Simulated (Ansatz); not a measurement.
CH₇N₂O₂V (`C[N]=[V]([NH2])([OH])[OH]`), relaxed with RKS PBE0-D4/def2-TZVP in Ansatz from a GFN2-xTB geometry. The force threshold is 0.005 eV/Å; the program also tests the step.

Charge 0, multiplicity 1.

Start:

```xyz
13

C     0.509    2.066   -0.176
N     0.097    0.727   -0.114
V    -0.467   -0.763   -0.104
N     0.824   -1.531    0.850
O    -0.436   -1.408   -1.643
O    -1.888   -0.842    0.766
H    -0.314    2.736    0.106
H     0.850    2.324   -1.189
H     1.339    2.229    0.521
H     1.671   -1.174    1.276
H     0.738   -2.529    1.035
H    -0.304   -1.364   -2.589
H    -2.617   -0.471    1.260
```

(1) By how much does the energy fall, and how many steps does the optimiser take? (An estimate is asked.)

(2) Which bonds change most? (Estimate.)

(3) Give the relaxed structure. (Estimate.)

## Answers

(1) The calculation gave: 16.27 kcal/mol, in 14 steps.

(2) Ansatz gave: V3–O6 from 1.668 to 1.783 Å; V3–O5 from 1.669 to 1.783 Å; V3–N4 from 1.779 to 1.834 Å; N2–V3 from 1.593 to 1.608 Å.

(3) Computed: 
```xyz
13

C     0.463    2.062   -0.201
N     0.069    0.707   -0.125
V    -0.423   -0.823   -0.069
N     0.873   -1.643    0.936
O    -0.513   -1.519   -1.709
O    -2.024   -0.944    0.708
H    -0.302    2.718    0.228
H     0.632    2.365   -1.240
H     1.395    2.220    0.354
H     1.691   -1.227    1.348
H     0.816   -2.632    1.137
H    -0.205   -1.073   -2.498
H    -2.472   -0.211    1.130
```
